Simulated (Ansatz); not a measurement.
Abridged output of a molecular run in Ansatz:

```
Functional definition: HF
1946 factors; integrals over basis functions are off by at most 1.1e-3 eV
mean field evaluation 1: about -16017.1885 eV, gradient 5.0e1 eV
mean field evaluation 2: about -16017.5520 eV, gradient 5.0e1 eV
mean field evaluation 4: about -16022.2084 eV, gradient 4.5e0 eV
mean field evaluation 8: about -16022.2783 eV, gradient 3.2e-1 eV
mean field -16022.27868600 eV, -588.8078814200 hartree, gradient 2.4e-6 eV, S^2 0.000000; 0 other end points of the search recorded, 0 dependent functions left out
8 core orbitals not correlated: weight in the atoms' cores, before any rotation towards them, 1.000 or more for the frozen orbitals, at most 0.000 for the correlated occupied ones
reference -16022.27868600 eV, -588.8078814200 hartree; 25, 25 occupied and 271, 271 virtual orbitals, 1946 factors
second order -46.62601529 eV of doubles, -0.00000000 eV of singles
cycle   1  -46.13424348 eV  change    4.9e-1 eV  update   1.3e-1
cycle   2  -47.08819536 eV  change   -9.5e-1 eV  update   3.7e-2
cycle   3  -47.30032065 eV  change   -2.1e-1 eV  update   1.8e-2
cycle   4  -47.27379954 eV  change    2.7e-2 eV  update   3.6e-3
cycle   5  -47.27084495 eV  change    3.0e-3 eV  update   1.6e-3
cycle   6  -47.27287635 eV  change   -2.0e-3 eV  update   5.1e-4
cycle   7  -47.27268731 eV  change    1.9e-4 eV  update   1.7e-4
cycle   8  -47.27249834 eV  change    1.9e-4 eV  update   5.3e-5
cycle   9  -47.27250087 eV  change   -2.5e-6 eV  update   1.8e-5
perturbative correction -1.58801494 eV, -0.0583584726 hartree
Total energy: -16071.13920181 eV, -590.6034722571 hartree
```

Its atoms:

Z-matrix (Å, degrees):
```
C
C 1 1.507
F 1 1.371 2 109.2
H 1 1.093 2 109.5 3 119.7
H 1 1.093 2 109.4 3 -119.6
O 2 1.388 1 106.6 3 176.1
F 2 1.372 1 109.9 3 -65.2
H 2 1.095 1 111.9 3 53.4
C 6 1.370 2 115.4 1 -168.7
F 9 1.331 6 106.7 2 -172.0
F 9 1.352 6 110.2 2 71.0
H 9 1.094 6 113.3 2 -50.6
```

(1) Which basis set was used?
A. cc-pV(D+d)Z
B. def2-TZVPPD
C. cc-pV(Q+d)Z
D. def2-TZVPP

(2) Write the keys of the input that set method, charge and spin (a neutral closed shell needs none for the last two).

## Answers

(1) D. It gives 304 functions.

(2) 
```yaml
correlation: {method: ccsd_t}
```
